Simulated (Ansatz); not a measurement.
Consider the isomerisation: `[AlH2][CH2]OCS` → `C[CH2][Al]([OH])[SH]`.

Gas-phase electronic energies from Ansatz, PBE0-D4/def2-TZVP geometries. CCSD(T)/CBS adds triple-zeta CCSD(T) − MP2 to the extrapolated MP2 energy (def2 sets, frozen cores). Functionals use def2-TZVPP. B3LYP here is the variant with VWN-RPA as its local correlation; programs differ in this. Each species was taken in one conformer, which may not be the lowest.

CCSD(T)/CBS gives -443.9 kJ/mol.

(1) Another level gave -427.2 kJ/mol. Which?
A. ωB97M-V/def2-TZVPP
B. CCSD/def2-TZVPP
C. B3LYP-D4/def2-TZVPP
D. PBE/def2-TZVPP

Largest T1 diagnostic among the species: 0.012.

## Answers

(1) C. B3LYP-D4 -427.2, CCSD/def2-TZVPP -440.6, ωB97M-V -433.1, PBE -419.0 kJ/mol.

From PBE to PBE0 (25 % exact exchange), in def2-TZVPP and without D4, ΔE moves by −11.0 kJ/mol. In def2-TZVPP, CCSD(T) changes the Hartree–Fock value by −4.9 kJ/mol (the triples alone add +2.1 kJ/mol) and MP2 by −21.9 kJ/mol.
